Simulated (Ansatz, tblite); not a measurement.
Cost and result up the ladder for `c1c[se]c(-c2ccc(-c3ccc(-c4ccc[se]4)[se]3)[se]2)c1` (30 atoms). Charge 0, multiplicity 1. Geometry: PBE-D4/def2-SVP.

```xyz
30

C     2.275   -3.284   -5.655
C     1.284   -3.032   -6.581
Se   -0.086   -1.985   -5.858
C     0.882   -1.978   -4.223
C     0.383   -1.285   -3.064
C    -0.791   -0.551   -2.916
C    -1.012    0.021   -1.640
C    -0.028   -0.219   -0.682
C     0.032    0.220    0.683
C     1.016   -0.019    1.641
C     0.794    0.552    2.917
C    -0.382    1.286    3.065
C    -0.882    1.977    4.223
C    -2.058    2.708    4.368
C    -2.278    3.282    5.654
C    -1.288    3.031    6.581
Se    0.084    1.986    5.860
Se   -1.352    1.283    1.434
Se    1.354   -1.283   -1.434
C     2.057   -2.710   -4.369
H     3.165   -3.883   -5.895
H     1.237   -3.367   -7.625
H    -1.502   -0.426   -3.747
H    -1.906    0.620   -1.410
H     1.911   -0.618    1.411
H     1.504    0.429    3.749
H    -2.768    2.831    3.536
H    -3.169    3.881    5.892
H    -1.243    3.367    7.624
H     2.768   -2.833   -3.538
```

Ansatz on 2 threads of AMD EPYC 7R13 on a shared host and a share (18 GiB) of an NVIDIA H100 80GB HBM3; xTB runs through tblite on one thread. Times are rough, summed over both states, and most runs start from the orbitals of an earlier one. PBE0-D4/def2-TZVP serves as the yardstick here, not as an exact answer. The other state is a triplet.

The xTB rows come from tblite. Single mean-field runs in def2-TZVP are fitted with def2-universal-jkfit.

xTB has no spin-polarisation term.

```
                          level  functions  vertical triplet (eV)  difference from PBE0-D4/def2-TZVP (eV)
 PBE-D4/def2-TZVP (with forces)        748                   1.48                                   -0.11
                       GFN2-xTB        110                   1.58                                   -0.01
                       GFN1-xTB        120                   1.66                                    0.07
PBE0-D4/def2-TZVP (with forces)        748                   1.59                                    0.00
```

Question: Estimate how long each takes.

Answer: GFN2-xTB 0.13 s; GFN1-xTB 0.13 s; PBE-D4/def2-TZVP (with forces) 13 s; PBE0-D4/def2-TZVP (with forces) 22 s. On shared hardware such times vary by a factor of up to 3.
